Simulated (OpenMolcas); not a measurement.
**Cr2+ in a point-charge field**

Cr2+ among 6 point charges of -2 e arranged as an octahedron (Oh), 1.91 Å from the ion.
```
   1.9100    0.0000    0.0000  -2.00
   0.0000    1.9100    0.0000  -2.00
  -1.9100    0.0000    0.0000  -2.00
   0.0000   -1.9100    0.0000  -2.00
   0.0000    0.0000    1.9100  -2.00
   0.0000    0.0000   -1.9100  -2.00
```

```json
{
  "Program": "OpenMolcas 26.06",
  "Method": "CASSCF",
  "Basis": "ANO-RCC-VDZP [5s4p2d1f]",
  "Scalar Hamiltonian": "DKH2, point nucleus",
  "Active space": "4 electrons in 5 orbitals (3d)",
  "State averaging": "2S+1 = 5 even, 5 roots; 2S+1 = 3 even, 45 roots; 2S+1 = 1 even, 50 roots",
  "Spin-orbit coupling": "RASSI with atomic mean-field integrals over the reference wave functions"
}
```

The lowest spin-free states (labels of O, the rotations of Oh), above the lowest:

```tsv
State	Degeneracy	E (cm-1)	Free-ion L (%)
5E	2	0.0	D (100)
5T2	3	9087	D (100)
3T1	3	12359	H (49)
3E	2	19546	H (93)
3T1	3	19793	H (45)
3T2	3	20553	F (52)
1T2	3	21908	G (53)
3A2	1	22532	F (100)
1E	2	22931	I (75)
3A1	1	23124	G (100)
3E	2	26888	G (72)
1A1	1	27273	G (42)
3T1	3	27853	H (59)
1A2	1	29020	I (96)
1T2	3	29091	I (62)
3T2	3	29524	H (50)
1T1	3	30667	I (48)
3T1	3	31243	F (34)
1E	2	34790	D (54)
3E	2	35241	D (72)
```

The lowest levels with spin-orbit coupling:

```tsv
E (cm-1)	Degeneracy	Label	2S+1
0.0	1	A1	5
5.7	3	T1	5
11.4	2	E	5
16.5	3	T2	5
21.7	1	A2	5
8991	3	T2	5
8992	3	T1	5
8993	1	A1	5
9163	3	T1	5
9163	2	E	5
9274	3	T2	5
12216	1	A1	3
12305	3	T1	3
12445	3	T2	3
12450	2	E	3
19528	1	A1	3
19545	3	T2	3
19558	3	T1	3
19675	3	T1	3
19950	3	T2	3
```

Powder χT (cm3 K/mol): 1.34 at 2 K, 2.7 at 10 K, 2.91 at 50 K, 2.93 at 100 K, 2.94 at 200 K, 2.96 at 300 K. The effective moment at 300 K is 2.828 √(χT) = 4.86 μB.

The lowest level has 2S+1 = 5, for which the spin-only value is χT = S(S+1) / 2 = 3.000 cm3 K/mol (g = 2). The computed 2.957 at 300 K differs by -0.043, through orbital momentum, spin-orbit coupling and any other state in reach.

An orbital doublet at a regular site is open to a Jahn-Teller distortion, which this geometry leaves out. Without dynamic correlation the repulsion within the d shell is too large (B by tens of per cent), so at a given field states of lower spin stand too high. Point charges carry no covalency, so the field is a model and not that of real ligands. No measured value stands beside these numbers.
